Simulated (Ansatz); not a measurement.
Two isomers of C4H6F4: A = `FCCC(F)(F)CF`, B = `FCC(F)(CF)CF`.

Isolated molecules relaxed with PBE0-D4/def2-TZVP in Ansatz; ΔE leaves out vibrations. CCSD(T)/CBS is the MP2 limit (def2-TZVPP, def2-QZVPP) plus CCSD(T) − MP2 in def2-TZVPP, frozen cores. Functionals use def2-TZVPP. B3LYP here is the variant with VWN-RPA as its local correlation; programs differ in this. Each species was taken in one conformer, which may not be the lowest.

Question: Which is lower in electronic energy at CCSD(T)/CBS, and by how much? (An estimate is asked.)

Answer: The calculation gave: A, by 9.0 kcal/mol.

Question: Give E(B) − E(A) in kcal/mol with PBE0-D4, HF/def2-TZVPP, B3LYP-D4, CCSD/def2-TZVPP, r2SCAN-D4, PBE-D4, BLYP-D4. (Estimate.)

Answer: Ansatz gave: PBE0-D4 9.7, HF/def2-TZVPP 9.7, B3LYP-D4 8.9, CCSD/def2-TZVPP 9.0, r2SCAN-D4 9.9, PBE-D4 9.5, BLYP-D4 8.6. None reverses the order clearly.

Question: Does the order hold for the free energy at 298.15 K (harmonic terms from PBE0-D4)? (Estimate.)

Answer: Computed: Yes: G(B) − G(A) = +9.3 kcal/mol, for one conformer each.

Largest T1 diagnostic: 0.011.

Leaving LDA and LC-ωPBE aside and taking each functional with its dispersion term where it has one, the values, not all of them listed here, spread over 1.4 kcal/mol, from BLYP-D4 to r2SCAN0-D4.
